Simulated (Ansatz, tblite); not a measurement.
Spin states of the cluster Li5Al2, each relaxed with r2SCAN-D4/def2-TZVP in Ansatz. Electronic energies in the gas phase.

The xTB rows come from tblite. B3LYP takes the VWN-RPA correlation. Correlated methods freeze 10 core orbitals; core or outer-core shells of Li are correlated, in sets that lack core-valence functions. The structure comes from a short search, and lower isomers may exist.

Doublet geometry (Cs within 0.1 Å):

```xyz
7

Al    0.0612   -0.6579    0.3919
Al   -2.3607    0.0339   -0.2576
Li   -0.8684   -1.3143   -2.0070
Li    2.3142   -1.1307   -0.9362
Li    2.0408    0.4568    1.7714
Li    0.0817    1.5979   -0.9296
Li   -1.2688    1.0143    1.9671
```

Quartet geometry (Cs within 0.1 Å):

```xyz
7

Al   -0.5218    0.7905    0.5578
Al    1.9544    0.2665    0.9757
Li    1.3630    2.0069   -0.9282
Li   -1.4348    0.6507   -2.0288
Li   -2.2023   -1.3211    0.0474
Li    0.6892   -1.2902   -0.9705
Li    0.1523   -1.1032    2.3466
```

⟨S²⟩: doublet 0.79 at PBE0-D4/def2-TZVP (pure 0.75), quartet 3.81 at PBE0-D4/def2-TZVP (pure 3.75).

Run but left out: HF/6-31G, HF/def2-TZVP, HF/def2-TZVPP, LC-ωPBE/def2-TZVP, MP2/def2-TZVP, MP2/def2-TZVPP, CCSD/def2-TZVPP, CCSD(T)/def2-TZVPP (doublet: ⟨S²⟩ 1.07 to 2.08, where a pure state has 0.75).

Only these spin states were relaxed. The quartet has other bonds than the doublet, so the gap mixes isomer and spin.

| level | quartet − doublet (kJ/mol) | lowest of these | remarks |
| --- | --- | --- | --- |
| GFN1-xTB | 66.3 | doublet | – |
| GFN2-xTB | 34.9 | doublet | – |
| PBE-D4/def2-TZVP | 38.2 | doublet | – |
| r2SCAN-D4/def2-TZVP | 25.0 | doublet | spin-contaminated (⟨S²⟩ 0.85) (doublet) |
| B97M-V/def2-TZVP | 36.9 | doublet | – |
| r2SCANh-D4/def2-TZVP | 23.1 | doublet | spin-contaminated (⟨S²⟩ 0.88) (doublet) |
| B3LYP-D4/6-31G | 47.6 | doublet | – |
| PBE0-D4/def2-TZVP | 29.5 | doublet | – |
| BHLYP-D4/def2-TZVP | 38.6 | doublet | – |
| B2PLYP/def2-TZVP | 50.9 | doublet | – |
| RPA@PBE/def2-TZVP | 51.3 | doublet | – |

Change of the quartet − doublet gap on mixing in exact exchange, in kJ/mol: PBE to PBE0 (25 % exact exchange) -8.7; r2SCAN to r2SCANh (10 % exact exchange) -1.9.

The xTB methods have no spin-polarisation term.
